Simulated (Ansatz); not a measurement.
Kohn–Sham single points on `C[S][GaH2]`.

```yaml
crystal:
  periodic: [false, false, false]
  atoms:
    - {symbol: C, position_ang: [-0.694724, 1.129417, -0.405784]}
    - {symbol: S, position_ang: [-1.128036, -0.564292, 0.093488]}
    - {symbol: Ga, position_ang: [0.811609, -1.472294, 0.521971]}
    - {symbol: H, position_ang: [-1.054100, 1.301161, -1.419894]}
    - {symbol: H, position_ang: [0.382164, 1.291201, -0.374780]}
    - {symbol: H, position_ang: [-1.182423, 1.831773, 0.269432]}
    - {symbol: H, position_ang: [2.066082, -0.556714, 0.327844]}
    - {symbol: H, position_ang: [0.799427, -2.960250, 0.987733]}
basis:
  gaussian: {orbitals: def2-TZVPP}
hamiltonian: {xc: {name: CAM-B3LYP}, dispersion: d4}
output: {orbitals: {seedname: orbitals}}
```

```sh
$ ansatz run in.yaml --threads 2 --pin off --events-out ev --progress --plain --max-ram 32768MiB --backend cpu
```

Output, abridged:

```
Functional definition: CAM-B3LYP
1174 factors; their error is unknown
274 factors; integrals over basis functions are off by at most 9.7e-6 eV
mean field evaluation 1: about -64332.7560 eV, gradient 4.1e1 eV
mean field evaluation 2: about -64332.5658 eV, gradient 4.5e1 eV
mean field evaluation 4: about -64335.9210 eV, gradient 1.7e0 eV
mean field evaluation 8: about -64336.0645 eV, gradient 4.5e-2 eV
mean field -64336.06445526 eV, -2364.3067601801 hartree, gradient 8.0e-5 eV, S^2 0.000000; 0 other end points of the search recorded, 0 dependent functions left out
reference -64336.06458218 eV, -2364.3067648444 hartree; 29, 29 occupied and 162, 162 virtual orbitals, 1174 factors
Total energy: -64336.20410382 eV, -2364.3118921700 hartree
```

It took 8.5 s on 2 threads of a server CPU on a shared host, with 0.49 GiB of host memory at the peak.

The same input with `hamiltonian: {xc: r2scan, dispersion: d4}` and forces (abridged; 7.5 s):

```
Functional definition: r2SCAN
mean field evaluation 16: about -64331.5342 eV, gradient 1.6e-5 eV
mean field -64331.53423310 eV, -2364.1402775863 hartree, gradient 1.8e-5 eV, S^2 0.000000
Total energy: -64331.57071418 eV, -2364.1416182412 hartree
Atom 0 force     0.045025     0.190638    -0.056383 eV/Å
Atom 1 force     0.013594    -0.182212     0.058143 eV/Å
Atom 2 force     0.066329    -0.045377     0.019145 eV/Å
Atom 3 force     0.005204    -0.000378     0.022766 eV/Å
Atom 4 force    -0.028852    -0.003768    -0.001054 eV/Å
Atom 5 force     0.008344    -0.013011    -0.017552 eV/Å
Atom 6 force    -0.103278    -0.068842     0.013982 eV/Å
Atom 7 force    -0.006366     0.122949    -0.039046 eV/Å
Dipole moment:     0.167948     0.243149    -0.063866 e Å
```

Changing it to `hamiltonian: {xc: {name: B2PLYP}}` (abridged; 10 s):

```
Functional definition: B2PLYP
mean field evaluation 16: about -64313.3979 eV, gradient 2.6e-5 eV
mean field -64313.39785493 eV, -2363.4737779820 hartree, gradient 4.8e-6 eV, S^2 0.000000
15 core orbitals not correlated: weight in the atoms' cores, before any rotation towards them, 1.000 or more for the frozen orbitals, at most 0.000 for the correlated occupied ones
second order -19.70951762 eV of doubles, -0.00000000 eV of singles
Total energy: -64318.71958851 eV, -2363.6693480836 hartree
```

The same input with `hamiltonian: {xc: {name: r2SCANh}, dispersion: d4}` (abridged; 9 s):

```
Functional definition: r2SCANh
mean field evaluation 16: about -64331.1509 eV, gradient 6.1e-5 eV
mean field -64331.15094990 eV, -2364.1261921886 hartree, gradient 6.1e-5 eV, S^2 0.000000
Total energy: -64331.19044521 eV, -2364.1276436144 hartree
```

The same input with `hamiltonian: {xc: pbe0, dispersion: d4}` (abridged; 5.5 s):

```
Functional definition: PBE0
mean field evaluation 16: about -64321.1872 eV, gradient 2.6e-5 eV
mean field -64321.18715037 eV, -2363.7600293096 hartree, gradient 2.6e-5 eV, S^2 0.000000
Total energy: -64321.32316137 eV, -2363.7650276217 hartree
```

With the line `hamiltonian: {xc: lda}` (abridged; 2.4 s):

```
Functional definition: SPW92
mean field evaluation 16: about -64202.5549 eV, gradient 1.8e-4 eV
mean field -64202.55487704 eV, -2359.4003736764 hartree, gradient 2.5e-5 eV, S^2 0.000000
Total energy: -64202.55491494 eV, -2359.4003750694 hartree
```
